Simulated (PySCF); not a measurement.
A PySCF script (with the pyscf-properties extension) for the NMR shieldings of SMILES CN([SiH2]N(CC)C)C, C$_{5}$H$_{16}$N$_{2}$Si, on a PBE0-D3(BJ)/def2-SVP geometry:

```python
import basis_set_exchange as bse
import numpy as np
from pyscf import gto, scf
from pyscf.prop import nmr

atoms = """
C     2.465714    0.289503   -1.400650
C     1.295262   -0.511994   -0.844766
N     0.973622   -0.234912    0.540350
C     1.917316   -0.720442    1.513575
Si   -0.342332    0.824070    0.927550
N    -1.756088    0.300556    0.071774
C    -2.191921   -1.070148    0.141590
C    -2.703355    1.199697   -0.530197
H     3.397158    0.088556   -0.849307
H     2.263758    1.370215   -1.336322
H     2.646081    0.037722   -2.457300
H     1.501267   -1.595037   -0.958340
H     0.392995   -0.310842   -1.446776
H     2.904985   -0.223156    1.460481
H     2.092150   -1.806273    1.387326
H     1.530075   -0.561990    2.531210
H    -0.190899    2.257213    0.509994
H    -0.414587    0.768853    2.425469
H    -2.433251   -1.466568   -0.863439
H    -3.095548   -1.199653    0.771058
H    -1.392238   -1.700162    0.559940
H    -2.284739    2.215159   -0.593281
H    -2.962052    0.879379   -1.558036
H    -3.653173    1.264383    0.038221
"""
names = dict.fromkeys(["C", "N", "Si", "H"], "pcSseg-1")
basis = {el: gto.basis.parse(bse.get_basis(n, elements=[el], fmt="nwchem")) for el, n in names.items()}
mol = gto.M(atom=atoms, basis=basis, charge=0, verbose=0)
mf = scf.RHF(mol)
mf.conv_tol = 1e-9
mf.kernel()

calc = nmr.RHF(mf)   # GIAO
C = mf.mo_coeff
Co = C[:, mf.mo_occ > 0]
resp = mf.gen_response(singlet=True, hermi=2)
def vind(x):   # induced exchange potential for any number of trial vectors
    d = np.einsum("pi,xij,qj->xpq", C, 2 * x.reshape(-1, C.shape[1], Co.shape[1]), Co, optimize=True)
    return np.einsum("xpq,pi,qj->xij", resp(d - d.transpose(0, 2, 1)), C, Co, optimize=True).ravel()
mo1, _ = nmr.rhf.solve_mo1(calc, with_cphf=vind)
sigma = calc.kernel(mo1)
for i, s in enumerate(sigma):   # ppm
    w = np.linalg.eigvalsh((s + s.T) / 2)
    print("%2d %-2s iso %8.1f  s11 %8.1f  s22 %8.1f  s33 %8.1f" % (i, mol.atom_pure_symbol(i), w.mean(), *w))
```

Problem. What are the results?

Solution. 
```
 0 C  iso    176.2  s11    157.6  s22    180.9  s33    189.9
 1 C  iso    152.3  s11    130.8  s22    148.9  s33    177.3
 2 N  iso    249.7  s11    221.8  s22    240.0  s33    287.3
 3 C  iso    158.1  s11    136.0  s22    148.7  s33    189.7
 4 Si iso    417.4  s11    384.8  s22    409.4  s33    458.1
 5 N  iso    262.2  s11    229.9  s22    267.3  s33    289.4
 6 C  iso    157.9  s11    136.8  s22    147.5  s33    189.3
 7 C  iso    155.4  s11    135.7  s22    141.1  s33    189.3
 8 H  iso     30.2  s11     25.0  s22     29.6  s33     35.9
 9 H  iso     30.8  s11     26.0  s22     29.7  s33     36.6
10 H  iso     30.9  s11     26.5  s22     27.6  s33     38.7
11 H  iso     29.6  s11     24.4  s22     29.0  s33     35.4
12 H  iso     29.0  s11     22.3  s22     31.1  s33     33.5
13 H  iso     29.2  s11     23.7  s22     27.4  s33     36.5
14 H  iso     29.6  s11     24.8  s22     26.9  s33     37.1
15 H  iso     29.0  s11     23.9  s22     27.6  s33     35.4
16 H  iso     27.6  s11     23.7  s22     26.8  s33     32.2
17 H  iso     27.6  s11     23.6  s22     26.7  s33     32.6
18 H  iso     29.7  s11     25.5  s22     26.9  s33     36.6
19 H  iso     29.5  s11     24.8  s22     26.5  s33     37.3
20 H  iso     29.1  s11     23.4  s22     30.0  s33     33.9
21 H  iso     29.0  s11     24.0  s22     27.7  s33     35.2
22 H  iso     29.5  s11     24.6  s22     27.1  s33     36.7
23 H  iso     29.5  s11     24.4  s22     26.7  s33     37.3
```

These numbers come from an equivalent density-fitted implementation of the same equations, which agrees with the script to about 0.01 ppm for H and up to a few tenths of a ppm for heavy atoms, so last digits may differ.

Problem. Turn these shieldings into chemical shifts. Referencing at the same level of theory: TMS for ¹³C (190.85 ppm), ²⁹Si (393.43 ppm), ¹H (31.69 ppm); NH3 for ¹⁵N (265.72 ppm).

Solution. Averaging equivalent atoms: C 1: 38.5; C 6/7: 34.2; C 3: 32.7; C 0: 14.7; N 2: 16.0; N 5: 3.5; Si 4: -24.0; H 16/17: 4.09; H 13/14/15: 2.41; H 11/12: 2.38; H 18/19/20/21/22/23: 2.31; H 8/9/10: 1.06 ppm. Experimental scales use liquid or dissolved standards, which lie at an offset from isolated NH3 (liquid NH3: subtract about 20 ppm).

Size and cost of the density-fitted run: 223 basis functions, 26 s wall time on 1 thread of an Arm Neoverse V1, shared host; peak memory 1.2 GiB.
